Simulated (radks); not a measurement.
The numbers below are computed, except where a source is named.
Task: These are the eigenvalues of the occupied orbitals of an atom or ion with whole-number occupations (hartree). Code: a radial shooting solver on a logarithmic mesh with Libxc functionals. Model: Dirac Kohn-Sham, BLYP, spin-unpolarised, spherical densities, finite nucleus; Fermi nuclear charge, rms radius of each element as measured or else 0.836 A^(1/3) + 0.57 fm.

1s1/2: -2809.848
2s1/2: -505.1916
2p1/2: -484.8490
2p3/2: -424.9923
3s1/2: -130.9143
3p1/2: -121.7663
3p3/2: -108.6397
3d3/2: -93.31422
3d5/2: -90.47414
4s1/2: -40.61035
4p1/2: -36.72553
4p3/2: -33.53347
4d3/2: -27.12950
4d5/2: -26.52109
4f5/2: -18.30077
4f7/2: -18.16579

Which element is it, and in what charge state? The configuration may be excited. Open shells, if any, fill j = l - 1/2 first.

Result: Z = 77, iridium, charge +19: Ir19+ in [Kr] 4d10 4f12. The list shows which subshells hold electrons but not how many an open one holds; the 1s level, -2809.8 hartree, gives Z - s = 75.0 by -(Z - s)^2/2, which with screening and relativity narrows Z to a few neighbours, and the depths of the outer levels then fix element, charge and occupations together.
